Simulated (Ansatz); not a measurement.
Consider the ligand exchange at the Si–N bond: `C=N[SiH](C)Cl` + `S[SiH2]Cl` → `C[SiH](Cl)S[SiH2]Cl` + `C=N`.

Isolated molecules relaxed with PBE0-D4/def2-TZVP in Ansatz; ΔE leaves out vibrations. CBS: MP2 limit from def2 TZ/QZ plus the TZ coupled-cluster correction, frozen cores. This one scheme is used for every species. DFT in def2-TZVPP. Each species was taken in one conformer, which may not be the lowest.

`C=N[SiH](C)Cl`:

```xyz
11

C    -2.011   -0.816    0.438
N    -0.777   -0.792    0.675
Si    0.500   -0.381   -0.412
C     1.442    1.061    0.266
Cl   -0.225    0.113   -2.293
H    -2.718   -1.094    1.227
H    -2.451   -0.570   -0.540
H     1.338   -1.588   -0.582
H     2.281    1.312   -0.386
H     1.828    0.819    1.259
H     0.794    1.936    0.349
```

`S[SiH2]Cl`:

Z-matrix (Å, degrees):
```
Si
Cl 1 2.054
S 1 2.120 2 112.9
H 1 1.478 2 108.5 3 -116.6
H 1 1.479 2 106.5 3 122.3
H 3 1.344 1 94.3 2 70.4
```

`C[SiH](Cl)S[SiH2]Cl`:

```xyz
12

C    -2.159    0.743   -0.829
Si   -0.447    0.646   -0.130
Cl    0.915    1.345   -1.506
S    -0.074   -1.409    0.326
Si    1.999   -1.366    0.792
Cl    2.432   -0.003    2.265
H    -2.238    0.144   -1.738
H    -2.405    1.780   -1.071
H    -2.884    0.373   -0.100
H    -0.272    1.475    1.082
H     2.815   -1.008   -0.385
H     2.317   -2.720    1.293
```

`C=N`:

Cartesian coordinates in Å:
```
C -0.183 0.207 -0.276
N -0.051 -0.807 0.462
H 0.488 1.073 -0.277
H -1.023 0.245 -0.973
H 0.769 -0.717 1.063
```

Is it downhill or uphill in electronic energy at CCSD(T)/CBS, and by how much? (An estimate is asked.)

Ansatz gave: Downhill: ΔE = -18.4 kJ/mol.

What do these levels give: PBE-D4, ωB97M-V, PBE, r2SCAN, HF/def2-TZVPP, MP2/def2-TZVPP, CCSD(T)/def2-TZVPP, MP2/def2-QZVPP, SCS-MP2/def2-QZVPP, HF/CBS(def2), MP2/CBS(def2), CCSD/CBS(def2)? (An estimate is asked.)

The calculation gave: PBE-D4 -21.3, ωB97M-V -15.5, PBE -14.3, r2SCAN -13.8, HF/def2-TZVPP 0.8, MP2/def2-TZVPP -18.8, CCSD(T)/def2-TZVPP -15.5, MP2/def2-QZVPP -20.1, SCS-MP2/def2-QZVPP -15.5, HF/CBS(def2) 2.0, MP2/CBS(def2) -21.7, CCSD/CBS(def2) -15.4 kJ/mol.

Largest T1 diagnostic among the species: 0.012.

In def2-TZVPP, CCSD(T) changes the Hartree–Fock value by −16.4 kJ/mol (the triples alone add −3.0 kJ/mol) and MP2 by −19.6 kJ/mol. The D4 term adds −11.4 kJ/mol with B3LYP and −6.5 kJ/mol with PBE0; it sums over pairs of atoms, weighted by their polarisabilities, and B3LYP, whose exchange is more repulsive, gets the larger term.

B3LYP here is the variant with VWN-RPA as its local correlation; programs differ in this.
